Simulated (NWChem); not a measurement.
# ClSi (+1) in NWChem

```xyz
2

Si     0.0000     0.0000     1.0934
Cl     0.0000     0.0000    -0.9005
```
Charge +1, spin multiplicity 1.

Program: NWChem. Structure: optimised with PBE/def2-SVP, a minimum by its harmonic frequencies.

Symmetry labels belong to the abelian group C2v used in the runs, with the axes of the coordinates shown; states degenerate in a higher group split over its labels.

B3LYP has NWChem's definition, with VWN1-RPA local correlation. The structure started from a generated list of species.

List the lowest 3 singlet excitations that TD-B3LYP/def2-SVPD, VWN1-RPA local correlation gives, with oscillator strengths.


| state | symmetry | energy (eV) | wavelength (nm) | f |
|---|---|---|---|---|
| 1 | a2 | 5.36 | 231 | 0.000 |
| 2 | b2 | 5.43 | 228 | 0.050 |
| 3 | b1 | 5.43 | 228 | 0.050 |
